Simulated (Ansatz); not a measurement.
```yaml
crystal:
  periodic: [false, false, false]
  atoms:
    - {symbol: F, position_ang: [0.324470, -1.537610, 1.672047]}
    - {symbol: C, position_ang: [0.115338, -0.697262, 0.679256]}
    - {symbol: C, position_ang: [-0.484917, -0.692197, -0.501334]}
    - {symbol: F, position_ang: [-1.166772, -1.525013, -1.260969]}
    - {symbol: Si, position_ang: [0.271597, 0.920638, -0.136157]}
    - {symbol: H, position_ang: [-0.533516, 2.097381, 0.278251]}
    - {symbol: H, position_ang: [1.535000, 1.365962, -0.776596]}
basis:
  gaussian: {orbitals: cc-pVDZ}
hamiltonian: {xc: {name: HF}}
accuracy: high
```

```sh
$ ansatz run in.yaml --threads 2 --pin off --events-out ev --progress --plain --max-ram 4352MiB
```

It prints (some lines left out):

```
Functional definition: HF
1842 factors; integrals over basis functions are off by at most 3.4e-9 eV
mean field evaluation 1: about -15361.6761 eV, gradient 2.5e1 eV
mean field evaluation 2: about -15361.8656 eV, gradient 2.5e1 eV
mean field evaluation 4: about -15363.6995 eV, gradient 4.1e0 eV
mean field evaluation 8: about -15363.7526 eV, gradient 2.3e-1 eV
mean field evaluation 16: about -15363.7529 eV, gradient 1.1e-8 eV
mean field -15363.75292121 eV, -564.6075059287 hartree, gradient 1.3e-8 eV, S^2 0.000000; 0 other end points of the search recorded, 0 dependent functions left out
reference -15363.75292121 eV, -564.6075059287 hartree; 23, 23 occupied and 61, 61 virtual orbitals, 1842 factors
Total energy: -15363.75292121 eV, -564.6075059287 hartree
```

Hardware: 2 threads of an Arm Neoverse V2 on a shared host. Wall time 1.2 s, peak host memory 0.22 GiB.
